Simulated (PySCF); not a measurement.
NMR data simulated for an unnamed compound:

1H NMR (600 MHz, computed): δ 8.95 (m, 1H), 8.15 (s, 1H), 7.06 (m, 1H), 5.59 (m, 1H), 2.69 (s, 3H).

13C{1H} NMR (computed): δ 193.4 (C), 143.4 (CH), 136.2 (CH), 136.2 (C), 115.3 (CH2), 31.4 (CH3).

All values are calculated (PySCF 2.14): GFN2-xTB structure, PBE0/pcSseg-1 with gauge-including orbitals. A single conformation, non-relativistic Hamiltonian, rapidly exchanging positions averaged, in vacuum.

Shifts are taken against calculated references (same method and geometry level): 1H, 13C against TMS.

**Question.** Which of these does the molecule contain: a vinyl group CH=CH2, a non-aromatic C=C double bond, a Si–H bond, a tert-butyl group, a heteroaromatic ring, an S-methyl group?

**Answer.** 
- A vinyl group CH=CH2: yes (δC 115.3, 136.2; δH 7.06 (m), 5.59 (m), 8.95 (m)).
- A non-aromatic C=C double bond: yes.
- A Si–H bond: no.
- A tert-butyl group: no.
- A heteroaromatic ring: yes.
- An S-methyl group: no.

The data belong to SMILES C=Cn1nncc1C(C)=O, C6H7N3O; they needn't prove each group on their own.

Carbon signals by region: 1 in the far downfield region (above 160 ppm), 4 in the sp2 and nitrile region (100–160 ppm), 1 below 50 ppm. Above 160 ppm: 193.4, ketone carbonyl carbon.

Shifts are as computed. Against solution values, carbons near 30 ppm lie about +3 ppm off and those near 130 ppm about +5 ppm. Of 1211 compounds with measured shifts, 218 miss one by over three times the rms of a fit or turn the order of signals round; such compounds aren't used in these exercises. No couplings were computed; multiplicities are counted from neighbouring protons, with m where these are inequivalent, close in shift, in a saturated or five-membered ring or joined by F or P, and br s for small geminal =CH2 splittings.
